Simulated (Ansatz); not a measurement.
Level of theory: frozen-core CCSD(T)/cc-pVTZ // TPSSh-D3(BJ)/def2-TZVP run with Ansatz (a first-principles code). The geometry is that of the parent before the electron was removed.

Ansatz 0.2 input:
```yaml
crystal:
  periodic: [false, false, false]
  atoms:
    - { symbol: Al, position_ang: [-0.000015, -0.000047, -0.000717] }
    - { symbol: H, position_ang: [1.577036, -0.135231, 0.000877] }
    - { symbol: H, position_ang: [-0.905618, -1.29822, -0.000528] }
    - { symbol: H, position_ang: [-0.671518, 1.433287, 0.000365] }
basis:
  gaussian: { orbitals: cc-pVTZ }
correlation:
  method: ccsd_t
total_charge: 1
magnetization:
  spin_polarized: true
  initial_magnetization: 1
```

Output:

```
Functional definition: HF
442 factors; integrals over basis functions are off by at most 1.3e-3 eV
mean field evaluation 1: about -6618.2562 eV, gradient 7.9e0 eV
mean field evaluation 2: about -6618.2618 eV, gradient 7.9e0 eV
mean field evaluation 4: about -6619.1790 eV, gradient 1.2e0 eV
mean field evaluation 8: about -6619.2159 eV, gradient 4.7e-4 eV
mean field evaluation 16: about -6619.1642 eV, gradient 1.2e0 eV
mean field evaluation 32: about -6619.1394 eV, gradient 1.8e0 eV
mean field evaluation 64: about -6619.2139 eV, gradient 2.3e-1 eV
mean field evaluation 96: about -6619.1428 eV, gradient 1.0e0 eV
mean field evaluation 128: about -6619.1093 eV, gradient 1.9e0 eV
mean field -6619.21590846 eV, -243.2516979703 hartree, gradient 3.0e-6 eV, S^2 0.843575; 8 other end points of the search recorded, 0 dependent functions left out
determinant -6619.21590846 eV, -243.2516979703 hartree, with singles and doubles -6621.76554666 eV, -243.3453954460 hartree
determinant -6619.21585782 eV, -243.2516961094 hartree, with singles and doubles -6621.76549170 eV, -243.3453934263 hartree
determinant -6619.21581287 eV, -243.2516944574 hartree, with singles and doubles -6621.76544111 eV, -243.3453915669 hartree
determinant -6619.20968280 eV, -243.2514691813 hartree, with singles and doubles -6621.74204650 eV, -243.3445318307 hartree
determinant -6619.20963072 eV, -243.2514672675 hartree, with singles and doubles -6621.74200291 eV, -243.3445302290 hartree
determinant -6619.20957406 eV, -243.2514651852 hartree, with singles and doubles -6621.74195485 eV, -243.3445284629 hartree
determinant -6619.21590846 eV, -243.2516979703 hartree, with singles and doubles -6621.67857193 eV, -243.3421991835 hartree
determinant -6619.21585782 eV, -243.2516961094 hartree, with singles and doubles -6621.67852211 eV, -243.3421973527 hartree
determinant -6619.21581287 eV, -243.2516944574 hartree, with singles and doubles -6621.67847813 eV, -243.3421957363 hartree
determinant -6619.20968280 eV, -243.2514691813 hartree, with singles and doubles -6621.66676945 eV, -243.3417654505 hartree
determinant -6619.20963072 eV, -243.2514672675 hartree, with singles and doubles -6621.66672530 eV, -243.3417638279 hartree
determinant -6619.20957406 eV, -243.2514651852 hartree, with singles and doubles -6621.66667471 eV, -243.3417619687 hartree
5 core orbitals not correlated
reference -6619.21590846 eV, -243.2516979703 hartree; 3, 2 occupied and 68, 69 virtual orbitals, 442 factors
second order -1.79198374 eV of doubles, -0.00000000 eV of singles
cycle   1  -2.46266403 eV  change   -5.6e-7 eV  update   2.5e-6
perturbative correction -0.04340701 eV, -0.0015951782 hartree
Total energy: -6621.72197950 eV, -243.3437943823 hartree
```

Cost: roughly 17 core-seconds.
